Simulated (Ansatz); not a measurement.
```yaml
atoms:
  - { symbol: Si, position_ang: [0.0000, 0.0000, 0.0000] }
  - { symbol: H, position_ang: [0.8619, 0.8619, 0.8619] }
  - { symbol: H, position_ang: [0.8619, -0.8619, -0.8619] }
  - { symbol: H, position_ang: [-0.8619, 0.8619, -0.8619] }
  - { symbol: H, position_ang: [-0.8619, -0.8619, 0.8619] }
```

Basis set: 6-31G* (spherical functions). Frozen core: 5 orbitals. Charge 0, multiplicity 1.

Computed with Ansatz (development build ahead of 0.2.0); each method stands on the lowest determinant of its kind that the runs found. Restricted open shells among the atoms or ions are ROHF, correlated in semicanonical orbitals with singles.

The atomization energy at this shape (free ground-state atoms in the same class of orbitals less the molecule, no zero-point energy) of singlet SiH4:

```tsv
method	atomization energy
RHF	1056.0 kJ/mol
```

**Question.** What does RHF-MP2 give?

**Answer.** 1160.4 kJ/mol.
